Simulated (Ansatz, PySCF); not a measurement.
CH5ClGaN, SMILES [CH3][Ga]([NH2])[Cl]. Atoms are numbered in the order given.

```xyz
9

Ga    -0.3574    -0.0392     0.1057
Cl     1.5667    -0.3691    -0.8337
C     -0.7868    -0.9370     1.7780
H     -0.7311    -2.0267     1.6384
H     -1.7929    -0.6732     2.1335
H     -0.0513    -0.6589     2.5473
N     -1.3924     1.0980    -0.8341
H     -2.3258     1.3832    -0.5669
H     -1.0919     1.5252    -1.7015
```
Charge 0, spin multiplicity 1.

The structure is a stationary point at PBE0-D3(BJ)/def2-SVP. The structure was generated by enumeration; whether it is a known compound was not checked. The values are those of a single conformer.

Two levels are set side by side: PBE-D3(BJ)/def2-SVP (Ansatz, an electronic-structure program) and PBE0-D3(BJ)/def2-SVP (Ansatz). Each level has its own optimised geometry; the coordinates shown are those of the second. Frequencies come from the Hessian of PySCF at each geometry. Differences are taken from unrounded values.

| quantity | PBE0-D3(BJ) |
|---|---|
| mean bond length (Å) | 1.405 |
| bond Ga1–Cl2 (Å) | 2.166 |
| bond Ga1–C3 (Å) | 1.946 |
| bond Ga1–N7 (Å) | 1.802 |
| bond C3–H4 (Å) | 1.100 |
| bond C3–H5 (Å) | 1.099 |
| bond C3–H6 (Å) | 1.100 |
| bond N7–H8 (Å) | 1.012 |
| bond N7–H9 (Å) | 1.012 |
| highest harmonic wavenumber (cm⁻¹) | 3739 |
| mean harmonic wavenumber (cm⁻¹) | 1309 |
| zero-point energy (kcal/mol) | 39.29 |

### Question
What does PBE-D3(BJ) give, and how far is it from PBE0-D3(BJ)? (The exact figures need the calculation; the answer reports its results.)

### Answer

| quantity | PBE-D3(BJ) | PBE-D3(BJ) minus PBE0-D3(BJ) |
|---|---|---|
| mean bond length (Å) | 1.415 | 0.010 |
| bond Ga1–Cl2 (Å) | 2.182 | 0.016 |
| bond Ga1–C3 (Å) | 1.959 | 0.013 |
| bond Ga1–N7 (Å) | 1.816 | 0.014 |
| bond C3–H4 (Å) | 1.108 | 0.008 |
| bond C3–H5 (Å) | 1.107 | 0.008 |
| bond C3–H6 (Å) | 1.108 | 0.008 |
| bond N7–H8 (Å) | 1.021 | 0.009 |
| bond N7–H9 (Å) | 1.021 | 0.008 |
| highest harmonic wavenumber (cm⁻¹) | 3622 | -117 |
| mean harmonic wavenumber (cm⁻¹) | 1264 | -44 |
| zero-point energy (kcal/mol) | 37.95 | -1.33 |

GGA bonds tend to be longer and softer than those of functionals with exact exchange. Differences between two approximate levels are no errors against the true value.
